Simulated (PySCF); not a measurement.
Ti(Cl)2(OSiH3) (Cl2H3OSiTi), SMILES [Cl][Ti+]([Cl])[O][SiH3], charge +1, multiplicity 1. The structure is a stationary point at PBE0-D3(BJ)/def2-SVP. The multiplicity is an assumed one; no other spin state was optimised. The isomer is the one that the SMILES or the coordinates give; other isomers of the formula were not compared. One conformer was computed; it need not be the lowest.

Computed equilibrium geometry at PBE0-D3(BJ)/def2-SVP (PySCF confirms it by a frequency run) as bond lengths and angles, and its point group (one conformer of several):
point group Cs.
Atoms: Ti1 Cl2 Cl3 O4 Si5 H6 H7 H8. Bond lengths (Å): Ti1–Cl2 2.122, Ti1–Cl3 2.122, Ti1–O4 1.675, O4–Si5 1.767, Si5–H6 1.481, Si5–H7 1.481, Si5–H8 1.481. Bond angles (°): Cl2–Ti1–Cl3 111.7, Cl2–Ti1–O4 109.7, Cl3–Ti1–O4 109.7, Ti1–O4–Si5 167.7, O4–Si5–H6 104.0, O4–Si5–H7 103.3, O4–Si5–H8 104.0, H6–Si5–H7 114.5, H6–Si5–H8 114.6, H7–Si5–H8 114.5.
Charge +1, spin multiplicity 1.
